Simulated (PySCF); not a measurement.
Some computed properties have been withheld. Give your best values.

Species: C8H12Si (charge +1 and doublet state).
SMILES: `C(=C)[Si]([CH][CH2+])(C=C)C=C`

Conformer (atom-mapped SMILES and torsion angles): `[CH2:1]=[CH:2][Si:3]([CH:4][CH2+:5])([CH:6]=[CH2:7])[CH:8]=[CH2:9]`: C1–C2–Si3–C4 -160°, C2–Si3–C4–C5 -101°, C2–Si3–C6–C7 157°, C2–Si3–C8–C9 -153°.

| property | level | value |
| --- | --- | --- |
| point group | PBE0-D3(BJ)/def2-SVP | ? |
| rotational constants A, B, C | PBE0-D3(BJ)/def2-SVP | ? |
| isotropic g value | unrestricted B3LYP/IGLO-III on C Si, pcH-1 on H, mean-field spin–orbit | 2.00309 |
| spin squared ⟨S²⟩ | unrestricted B3LYP/IGLO-III on C Si, pcH-1 on H | ? |
| largest isotropic hyperfine couplings (means over sets of like nuclei) | unrestricted B3LYP/IGLO-III on C Si, pcH-1 on H, mean-field spin–orbit | 13C +48.4 (×3), 1H +15.9 (×3), 29Si +14.3, 13C +11.3 (×3), 1H +8.4 (×3) MHz |

Electronic properties: PySCF, gas phase, density fitting. The structure is a single PBE0-D3(BJ)/def2-SVP conformer in the gas phase; no vibrational or solvent corrections. The unpaired spin is shared among atoms: the largest Mulliken spin population is 0.33. Couplings of like nuclei are plain means over topologically equivalent atoms, as if these changed places fast (by rotation of a methyl-like group, say); in this geometry the members of some sets differ.

(1) The spin squared ⟨S²⟩?

(2) What are the rotational constants A, B, C?

(3) Give the point group.

Results:

(1) 0.764.

(2) 1.476, 1.122, 0.949 GHz.

(3) C1.

The rotational constants make it an asymmetric top with κ = (2B − A − C)/(A − C) = -0.34, nearer the prolate limit (−1). At 9.50 GHz, hν = g·μB·B₀ (B₀ the magnetic field) puts the centre of the isotropic spectrum, to first order, at 338.9 mT. With B = h/(8π²I), that is 505.379 GHz u Å² over I, the principal moments of inertia are 342.5, 450.4 and 532.8 u Å² (most abundant isotopes); the inertial defect Ic − Ia − Ib is -260.1 u Å² (zero for a rigid planar frame, negative otherwise). g_iso is shifted by about +770 ppm from the free-electron value 2.002319. ⟨S²⟩ is 0.014 above the pure-spin value S(S + 1) = 0.75.
